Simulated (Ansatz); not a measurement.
Cost and result for the atomization energy of `C[SiH2][NH][SnH3]` (13 atoms, 12 bonds).

Cartesian coordinates in Å:
```
C -1.154 -0.911 1.010
Si -0.116 -1.323 -0.487
N 0.985 -0.034 -0.767
Sn 0.805 1.900 -0.199
H -0.533 -0.758 1.895
H -1.847 -1.729 1.220
H -1.754 -0.010 0.849
H -1.033 -1.576 -1.641
H 0.634 -2.594 -0.263
H 1.708 -0.183 -1.456
H 2.050 2.735 -1.011
H 0.989 1.994 1.495
H -0.736 2.490 -0.645
```

Total charge 0; spin multiplicity 1. Correlated methods include outer-core shells of Sn, which these sets cover unevenly. Sn takes the def2 core potential. Geometry: relaxed with PBE0-D4/def2-TZVP. It is one conformer, not always the lowest. Program: Ansatz. All runs use 4 threads of an Arm Neoverse V2 on a shared host. Times are those of one run each, without the atoms' runs, and a repeat can differ threefold. Electronic energies, without spin–orbit coupling; frozen cores. CCSD(T)/CBS adds CCSD(T) − MP2 in def2-TZVPP to the MP2 limit, and its time is that of the two runs behind it. T1 = 0.012. With those shells the extrapolation isn't a true limit. B3LYP takes the VWN-RPA correlation (the form of Gaussian; ORCA's B3LYP/G).

CCSD(T)/CBS is a level of theory with its own doubt, some kJ/mol a heavy atom from the limit and from the frozen cores, so smaller differences don't rank the functionals.

```
                             level  functions  wall time
   PBE-D4/def2-TZVPP (with forces)        280      3.2 s
                PBE0-D4/def2-TZVPP        280      3.9 s
r2SCAN-D4/def2-TZVPP (with forces)        280        6 s
 B3LYP-D4/def2-TZVPP (with forces)        280      6.5 s
                 B2PLYP/def2-TZVPP        280      7.5 s
                ωB97X-V/def2-TZVPP        280       11 s
  ωB97M-V/def2-TZVPP (with forces)        280       16 s
                    MP2/def2-QZVPP        536       31 s
                CCSD(T)/def2-TZVPP        280    5.8 min
                 CCSD(T)/CBS(def2)          –    6.3 min
```

(1) What atomization energy does each give, and how far from CCSD(T)/CBS? (Best estimate.)

Answers

(1) The calculation gave: 
```json
{"level": "PBE-D4/def2-TZVPP (with forces)", "atomization (kcal/mol)": "969.8", "difference from CCSD(T)/CBS": "-6.8", "per bond": "-0.6"}
{"level": "PBE0-D4/def2-TZVPP", "atomization (kcal/mol)": "962.3", "difference from CCSD(T)/CBS": "-14.3", "per bond": "-1.2"}
{"level": "r2SCAN-D4/def2-TZVPP (with forces)", "atomization (kcal/mol)": "967.2", "difference from CCSD(T)/CBS": "-9.4", "per bond": "-0.8"}
{"level": "B3LYP-D4/def2-TZVPP (with forces)", "atomization (kcal/mol)": "971.9", "difference from CCSD(T)/CBS": "-4.7", "per bond": "-0.4"}
{"level": "B2PLYP/def2-TZVPP", "atomization (kcal/mol)": "958.0", "difference from CCSD(T)/CBS": "-18.6", "per bond": "-1.6"}
{"level": "ωB97X-V/def2-TZVPP", "atomization (kcal/mol)": "979.7", "difference from CCSD(T)/CBS": "3.1", "per bond": "0.3"}
{"level": "ωB97M-V/def2-TZVPP (with forces)", "atomization (kcal/mol)": "973.9", "difference from CCSD(T)/CBS": "-2.7", "per bond": "-0.2"}
{"level": "MP2/def2-QZVPP", "atomization (kcal/mol)": "959.7", "difference from CCSD(T)/CBS": "-16.9", "per bond": "-1.4"}
{"level": "CCSD(T)/def2-TZVPP", "atomization (kcal/mol)": "950.8", "difference from CCSD(T)/CBS": "-25.8", "per bond": "-2.2"}
{"level": "CCSD(T)/CBS(def2)", "atomization (kcal/mol)": "976.6", "difference from CCSD(T)/CBS": "0.0", "per bond": "0.0"}
```

The D4 term adds +11.3 kcal/mol with B3LYP and +6.0 kcal/mol with PBE0; it sums over pairs of atoms, weighted by their polarisabilities, and B3LYP, whose exchange is more repulsive, gets the larger term. From PBE to PBE0 (25 % exact exchange), in def2-TZVPP and without D4, the atomization energy moves by −6.5 kcal/mol: exact exchange takes away binding that semilocal exchange gives to molecules. In def2-TZVPP, CCSD(T) changes the Hartree–Fock value by +243.5 kcal/mol (the triples alone add +11.1 kcal/mol) and MP2 by +236.8 kcal/mol; breaking electron pairs costs correlation energy, which Hartree–Fock lacks.

Spin–orbit coupling would lower the free Sn atoms strongly, and the atomization energy with them, by more than many differences here. For some Ge, Se and Sn compounds the MP2-based and the directly extrapolated limit differ by 10 to 25 kJ/mol.
